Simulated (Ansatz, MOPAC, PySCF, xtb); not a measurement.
Dimer: BrH3Sn (SMILES [Br][SnH3]) (first 5 atoms) with NH3 (SMILES N); geometry from B3LYP-D3(BJ)/def2-TZVP, rigid monomers moved along the line of their centres of mass till Sn2···N6 is 3.47 Å.
(charge 0, multiplicity 1):
```xyz
9

Br     2.33329    -0.32594     0.97761
Sn     0.43826     1.06202     0.04340
H      1.13794     1.63114    -1.42276
H      0.13736     2.38632     1.06829
H     -0.88335     0.05541    -0.32376
N     -0.85972    -0.14987     3.02426
H     -1.78215     0.02611     3.40659
H     -0.74768    -1.15255     2.92379
H     -0.17406     0.15637     3.70542
```

| level | interaction energy (kcal/mol) | cost |
|---|---|---|
| GFN-FF | -1.31 | - |
| AM1 | -0.44 | - |
| PM3 | 1.22 | - |
| PM6 | -2.59 | - |
| GFN1-xTB | -3.21 | - |
| HF/STO-3G (no counterpoise) | -4.32 | - |
| HF/3-21G (no counterpoise) | -10.08 | - |
| PBE-D3(BJ)/def2-TZVPPD | -4.88 | ×1 |
| r2SCAN/def2-TZVPPD | -4.45 | ×2 |
| r2SCAN-D4/def2-TZVPPD | -4.87 | ×2 |
| B3LYP/3-21G (no counterpoise) | -11.15 | - |
| B3LYP/def2-TZVPPD | -2.86 | ×1 |
| B3LYP-D3(BJ)/def2-TZVPPD | -4.93 | ×1 |
| PBE0-D3(BJ)/def2-TZVPPD | -5.04 | ×1 |
| wB97X-V/def2-TZVPPD | -5.06 | ×3 |
| MP2/def2-TZVPPD | -4.72 | - |
| CCSD/def2-SVPD | -4.31 | - |
| CCSD/def2-TZVPPD | -4.36 | - |
| CCSD(T)/def2-SVPD | -4.50 | ×3 |
| CCSD(T)/CBS(def2-SVPD, def2-TZVPPD) | -4.68 | ×100* |

The rows run from -11.15 (B3LYP/3-21G (no counterpoise)) to 1.22 kcal/mol (PM3). The dispersion term adds -0.42 in r2SCAN-D4, -2.07 in B3LYP-D3(BJ). The 3 functionals in def2-TZVPPD without D3 or D4 span 2.20, from wB97X-V to B3LYP.

Monomers are frozen at their geometry in the pair; levels with a basis set take the counterpoise correction. Rows marked so take none.

Cores are frozen in the correlated methods. Filled d and f shells under p-block atoms count as core. CBS(a, b) extrapolates the correlation energy as X⁻³ and adds the Hartree–Fock energy of set b. Rows in 3-21G, STO-3G carry no dispersion term and start afresh at each structure; the Pople sets are all-electron and without relativity. The state reached by AM1, PM3, PM6 isn't checked.

Run with Ansatz (a quantum-chemistry and plane-wave program); MOPAC for AM1, PM3, PM6 (differences of heats of formation); PySCF for 3-21G rows, STO-3G rows, the dispersion terms; xtb for the GFN methods. Each number belongs to the level named beside it. In def2 rows elements past Kr take small-core potentials, without spin–orbit coupling.

Costs are rough ratios of core time to PBE/def2-TZVPPD (about 9 s over the structures, on one shared machine); a dash marks a level with no comparable run of its own. A star marks coupled-cluster runs past 200 virtual orbitals, where the program's memory plan changes under this machine's limit, so their costs aren't comparable with smaller runs.
